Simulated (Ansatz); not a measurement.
Cost and result for the atomization energy of CH5CdNO, SMILES `C[O][Cd][NH2]` (9 atoms, 8 bonds).

Cartesian coordinates in Å:
```
C 0.954 1.204 1.381
O 1.238 0.240 0.409
Cd -0.161 -0.620 -0.669
N -1.608 -1.479 -1.754
H 0.472 2.105 0.973
H 1.897 1.525 1.840
H 0.313 0.829 2.193
H -1.626 -2.485 -1.627
H -1.478 -1.319 -2.747
```

The species carries charge 0 and has multiplicity 1. Correlated methods include outer-core shells of Cd, which these sets cover unevenly. Cd: def2 effective core potential. All single points use the PBE0-D4/def2-TZVP geometry. It is one conformer, not always the lowest. Program: Ansatz. All runs use 4 threads of a server CPU on a shared host. Times are those of one run each, without the atoms' runs, and a repeat can differ threefold. Electronic energies, without spin–orbit coupling; frozen cores. CCSD(T)/CBS adds CCSD(T) − MP2 in def2-TZVPP to the MP2 limit, and its time is that of the two runs behind it. T1 = 0.016. With those shells the extrapolation isn't a true limit.

CCSD(T)/CBS is a level of theory with its own doubt, some kJ/mol a heavy atom from the limit and from the frozen cores, so smaller differences don't rank the functionals.

```json
{"level": "LDA (SPW92)/def2-TZVPP", "functions": "219", "wall time": "1.1 s"}
{"level": "BLYP-D4/def2-TZVPP", "functions": "219", "wall time": "1.8 s"}
{"level": "PBE-D4/def2-TZVPP (with forces)", "functions": "219", "wall time": "2.3 s"}
{"level": "PBE0-D4/def2-TZVPP", "functions": "219", "wall time": "2.5 s"}
{"level": "CAM-B3LYP-D4/def2-TZVPP", "functions": "219", "wall time": "2.6 s"}
{"level": "r2SCANh-D4/def2-TZVPP", "functions": "219", "wall time": "4.4 s"}
{"level": "r2SCAN-D4/def2-TZVPP (with forces)", "functions": "219", "wall time": "4.7 s"}
{"level": "ωB97X-V/def2-TZVPP", "functions": "219", "wall time": "7 s"}
{"level": "B97M-V/def2-TZVPP", "functions": "219", "wall time": "9.5 s"}
{"level": "CCSD(T)/def2-SVP", "functions": "98", "wall time": "11 s"}
{"level": "MP2/def2-QZVPP", "functions": "409", "wall time": "17 s"}
{"level": "CCSD(T)/def2-TZVPP", "functions": "219", "wall time": "4.1 min"}
{"level": "CCSD(T)/CBS(def2)", "functions": "–", "wall time": "4.4 min"}
```

Task: What atomization energy does each give, and how far from CCSD(T)/CBS? (Estimate.)

Result: The calculation gave: 
```tsv
level	atomization (kcal/mol)	difference from CCSD(T)/CBS	per bond
LDA (SPW92)/def2-TZVPP	784.6	112.6	14.1
BLYP-D4/def2-TZVPP	673.1	1.1	0.1
PBE-D4/def2-TZVPP (with forces)	688.1	16.1	2.0
PBE0-D4/def2-TZVPP	668.8	-3.2	-0.4
CAM-B3LYP-D4/def2-TZVPP	675.8	3.8	0.5
r2SCANh-D4/def2-TZVPP	665.2	-6.8	-0.8
r2SCAN-D4/def2-TZVPP (with forces)	672.2	0.2	0.0
ωB97X-V/def2-TZVPP	676.2	4.2	0.5
B97M-V/def2-TZVPP	667.1	-4.9	-0.6
CCSD(T)/def2-SVP	624.8	-47.2	-5.9
MP2/def2-QZVPP	674.3	2.3	0.3
CCSD(T)/def2-TZVPP	649.6	-22.4	-2.8
CCSD(T)/CBS(def2)	672.0	0.0	0.0
```

From BLYP to BHLYP (50 % exact exchange), in def2-TZVPP and without D4, the atomization energy moves by −28.5 kcal/mol: exact exchange takes away binding that semilocal exchange gives to molecules. At CCSD(T), def2-SVP lies −47.2 kcal/mol from the extrapolated value and def2-TZVPP −22.4 kcal/mol: correlation converges slowly with the basis, and small sets miss more of it in the bonded molecule than in its fragments. Leaving LDA and LC-ωPBE aside and taking each functional with its dispersion term where it has one, the values, not all of them listed here, spread over 46.6 kcal/mol, from BHLYP-D4 to PBE-D4. LDA lies +99.7 kcal/mol from PBE without D4, its usual overbinding.
